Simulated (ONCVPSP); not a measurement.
## Si (Z = 14): one change to an ONCV potential, before and after

silicon, optimised norm-conserving Vanderbilt (ONCV), made with ONCVPSP 4.0.1 (Wu-Cohen, scalar-relativistic). Core [He], reference 2s2 2p6 3s2 3p2. Waves: 2s+3s: rc 1.00 bohr, ncon 4, nbas 8, qcut 14.3 1/bohr, 2 projectors; 2p+3p: rc 0.85 bohr, ncon 4, nbas 8, qcut 15 1/bohr, 2 projectors; d scattering state at 0.21 Ha: rc 1.00 bohr, ncon 4, nbas 7, qcut 8.8 1/bohr, 2 projectors, debl 1 Ha. Local part: polynomial inside 0.55 bohr (lpopt 5, dvloc0 4 Ha). Core correction: Teter function fitted to the true core (icmod 2), fcfact 0.6.

Change: s: qcut 18.9; p: qcut 19.8; d: qcut 11.6.

Cutoffs: the cutoffs (Ha) at which the residual kinetic energy of the hardest occupied pseudo-wave falls to 1 and 0.1 mHa per electron; they do not see the model core or the augmentation charge, which bear on the density cutoff. Errors are all-electron minus pseudo energies relative to the spin-unpolarised reference configuration.

Question: What does the change do?

Answer: The potential gets harder (97 Ha and 110 Ha → 130 Ha and 149 Ha); of the 4 tests that both files solve, the error grows in 0 and shrinks in 2 by more than 15 % and 0.3 meV (median size 0.8 → 0.5 meV); neither file shows a bound ghost.

| quantity | base | changed |
| --- | --- | --- |
| cutoff, loose | 97 Ha | 130 Ha |
| cutoff, tight | 110 Ha | 149 Ha |
| loose cutoff by channel | s 30 Ha, p 97 Ha | s 87 Ha, p 130 Ha |
| bound ghosts | none | none |
| GHOST(+) flags under 300 eV | none | none |
| error for 2s2 2p6 3s2 3p1, meV [ΔE 7.72 eV] | +0.4 | +0.3 |
| error for 2s2 2p6 3s2 3p0, meV [ΔE 23.71 eV] | +2.4 | +1.6 |
| error for 2s2 2p6 3s1 3p0, meV [ΔE 57.66 eV] | +0.9 | +0.7 |
| error for 2s2 2p6 3s1 3p2, meV [ΔE 15.14 eV] | -0.7 | -0.3 |
| s: phases at 1.01 bohr within 0.05 rad from the reference energy up to (Ha; the scan ends near 5) | to the end of the scan | to the end of the scan |
| p: phases at 0.86 bohr within 0.05 rad from the reference energy up to (Ha; the scan ends near 5) | to the end of the scan | to the end of the scan |
| d: phases at 1.01 bohr within 0.05 rad from the reference energy up to (Ha; the scan ends near 5) | to the end of the scan | to the end of the scan |
| rms error of d²Exc/dni dnj with the model core, mHa | 1.91 | 1.98 |
